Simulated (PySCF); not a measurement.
**SiAs and its ions**

ROHF-CCSD; Si def2-TZVPPD, As def2-TZVPPD; no relativity (PySCF 2.14). Neutral (ROHF): doublet (π ↑), Re = 2.174 Å, ωe = 510 cm⁻¹, De = 2.88 eV.

SiAs⁺ (UHF): triplet (π ↑↑), Re = 2.318 Å, ωe = 412 cm⁻¹, De = 2.54 eV to Si⁺ + As. The energies at the minima are -2523.42816 hartree for SiAs and -2523.11937 for SiAs⁺.

**Question.** Work out the adiabatic ionisation energy, without and with harmonic zero-point energies (1 hartree = 27.2114 eV, 1 eV = 8065.5 cm⁻¹), and the change of the bond length.

**Answer.** At CCSD: 0.30879 hartree = 8.403 eV between the minima; the zero-point term (412.0 − 510.0)/2 cm⁻¹ = -0.006 eV makes it 8.397 eV. Re changes by +14.4 pm against the neutral. The electron leaves a π orbital, and the longer bond of the ion fits a bonding orbital, or a change in how ionic the bond is.

SiAs⁻ (RHF): singlet (closed shell), Re = 2.103 Å, ωe = 565 cm⁻¹. The energies at the minima are -2523.42816 hartree for SiAs and -2523.52517 for SiAs⁻.

**Question.** Work out the adiabatic electron affinity, without and with harmonic zero-point energies (1 hartree = 27.2114 eV, 1 eV = 8065.5 cm⁻¹), and the change of the bond length.

**Answer.** At CCSD: 0.09701 hartree = 2.640 eV between the minima; the zero-point term (510.0 − 565.0)/2 cm⁻¹ = -0.003 eV makes it 2.636 eV. Re changes by -7.1 pm against the neutral. The electron enters a π orbital, and the shorter bond of the ion fits a bonding orbital, or a change in how ionic the bond is.

Correlated steps freeze 14 core orbitals. UHF and ROHF references stand side by side, which adds small steps between rows. For an ion De counts to the pair picked by the measured ionisation energies or electron affinities, which need not be the lowest pair at this level. States were picked by a PBE0 search and need not be the measured ground states.

Neutral and ion stand on different kinds of reference determinant, which adds to the error of the difference.
